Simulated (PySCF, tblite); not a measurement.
Compound: C4H8O3Si.
Cartesian coordinates in Å at the GFN2-xTB level; atoms count from 1:
```
atom  x, y, z in Å
C1    -1.842    1.452    1.122
C2    -0.778    0.930    0.215
O3    -0.342    1.529   -0.745
C4    -0.250   -0.452    0.613
O5    -0.075   -0.710    1.786
C6     0.063   -1.341   -0.510
Si7    1.903   -1.007   -1.049
O8     2.029    0.499   -1.595
H9    -2.755    0.876    0.968
H10   -2.038    2.504    0.935
H11   -1.526    1.287    2.151
H12   -0.578   -1.148   -1.366
H13   -0.013   -2.380   -0.204
H14    2.755   -1.216    0.115
H15    2.151   -1.930   -2.152
H16    1.289    1.115   -1.475
```

Method: B3LYP/def2-SVPD in PySCF (dipole) on a GFN2-xTB geometry, gas phase.

Take the most abundant isotopes and a rigid rotor. The values belong to one conformer with, in the numbering `[CH3:1][C:2](=[O:3])[C:4](=[O:5])[CH2:6][SiH2:7][OH:8]`, C1–C2–C4–O5 -40°, C2–C4–C6–Si7 88°, C4–C6–Si7–O8 -64°, C6–Si7–O8–H 10°.

(1) Give the principal moments of inertia and the rotational constants in MHz.

(2) Classify the top.

(3) Is it planar, by Δ = Ic − Ia − Ib?

(4) Give the other two planar moments, Paa and Pbb, and the rms extents of the mass along the axes.

(5) Predict some low-J microwave lines.

(6) Estimate the classical rotational partition function at 10 K, 50 K and 100 K.

Answers

(1) Ia = 177.79, Ib = 410.04, Ic = 527.02 u·Å²; 505379 MHz·u·Å²/I gives A = 2843, B = 1233, C = 958.9 MHz.

(2) An asymmetric top: κ = (2 × 1233 − 2843 − 958.9)/(2843 − 958.9) = -0.71.

(3) Not planar: Δ = Ic − Ia − Ib = -60.81 u·Å². For a rigid frame Δ = −2 Σ m c², so Σ m c² = 30.40 u·Å² lies off the ab plane: 8.97 from hydrogen and 21.43 from heavier atoms. The atom farthest from that plane is 1.84 Å away.

(4) Paa = Σ m a² = (Ib + Ic − Ia)/2 = 379.63 and Pbb = Σ m b² = (Ia + Ic − Ib)/2 = 147.39 u·Å². With the mass M = 132.02 u, the rms extents √(P/M) along a, b and c are 1.70, 1.06, 0.48 Å.

(5) The dipole components are |μa| = 1.86 D, |μb| = 0.46 D, |μc| = 2.09 D. Intensities carry the squares of the components, which stand as 0.79 : 0.05 : 1.00 (a : b : c). Some lines, for components of 0.1 D or more:

```csv
type,branch,"J(Ka,Kc)",MHz,lower level (cm⁻¹)
b,R,"4(2,2) ← 3(3,1)",441,0.964
b,R,"1(1,1) ← 0(0,0)",3801,0.000
c,Q,"4(3,2) ← 4(2,2)",8382,0.978
a,R,"4(0,4) ← 3(0,3)",8469,0.433
b,R,"2(2,1) ← 1(1,0)",9487,0.136
c,R,"3(2,2) ← 2(1,2)",12225,0.264
c,R,"4(2,3) ← 3(1,3)",14821,0.469
c,R,"3(3,0) ← 2(2,0)",15298,0.453
b,R,"4(3,1) ← 3(2,2)",17593,0.672
b,R,"4(4,1) ← 3(3,0)",20997,0.964
c,R,"4(4,0) ← 3(3,0)",20997,0.964
```

(6) Point group C1, symmetry number σ = 1; q = (√π/σ)·√((kT/h)³/(ABC)), k/h = 20836.6 MHz/K: 2910 at 10 K, 32500 at 50 K, 92000 at 100 K.

Its GFN2-xTB frequencies are all real (lowest 46 cm⁻¹). Constants of a rigid frame at the computed geometry: no zero-point averaging, no centrifugal distortion. A rigid rotor knows nothing of internal rotation, which can split or shift real lines.
